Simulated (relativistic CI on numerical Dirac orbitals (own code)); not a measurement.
One change at a time: Hg LXXIII

Base calculation: Dirac-Coulomb-Breit CI, orbitals from a KLI potential per configuration, QED by a radiative potential, unscaled Slater integrals.

CI space (outside the closed core 1s2): 2s2 2p4, 2s 2p5, 2p6, 2p5 3s, 2s2 2p3 3s, 2p5 3p, 2s2 2p3 3p, 2p5 3d, 2s2 2p3 3d, 2s 2p4 3s, 2s 2p4 3p, 2s 2p4 3d, 2s2 2p3 4s, 2s2 2p3 4p, 2s2 2p3 4d, 2s2 2p3 4f. Levels of other configurations are missing.

The lowest level and the first level of each name with at least 55 % of one term (blank where a level has no safe partner in the second run):

```tsv
Level	Base (eV)	Shift (eV)
2s2 2p4 3P_2	0.0	0.0
2s2 2p4 1S_0	68.8	+1.9
2s2 2p4 3P_1	2014.2	-0.4
2s2 2p4 1D_2	2033.0	-0.4
2s 2p5 3P°_2	2476.6	0.0
2s 2p5 1P°_1	2571.6	+0.4
2s2 2p4 3P_0	4078.9	+4.4
2s 2p5 3P°_0	4505.0	-0.2
2s 2p5 3P°_1	4545.5	0.0
2p6 1S_0	5091.1	-6.2
2s2 2p3 3p 3P_0	10895.1	+0.3
2s2 2p3 3d 3P°_0	10982.5	+0.1
2s2 2p3 3s 3S°_1	12126.8	-0.1
2s2 2p3 3s 3D°_3	12137.8	-0.2
2s2 2p3 3s 1D°_2	12148.0	+0.1
2s2 2p3 3s 3P°_0	12199.3	+2.7
2s2 2p3 3s 3P°_1	12202.9	+2.1
2s2 2p3 3p 3D_1	12331.9	+1.9
2s 2p4 3s 5P_3	12510.0	+0.2
2s 2p4 3s 3P_2	12545.0	-1.2
2s 2p4 3s 3S_1	12634.3	+0.5
2s 2p4 3s 1S_0	12677.6	-2.0
```

At this charge energies of transitions that change n are usually good to better than 1 %, and those within a shell (Δn = 0) to a few per cent.

(1) One thing was changed in a second run, which moved the levels as shown. Which?
A. Breit term removed
B. QED terms removed
C. configuration mixing switched off

Results:

(1) C. Configuration mixing switched off. Without mixing, levels that were pushed by configurations of the same parity and J return to their single-configuration places.

LS names give the leading component of a level, which can be under half, so a name can repeat, a term be missing and a line seem to break the LS rules.
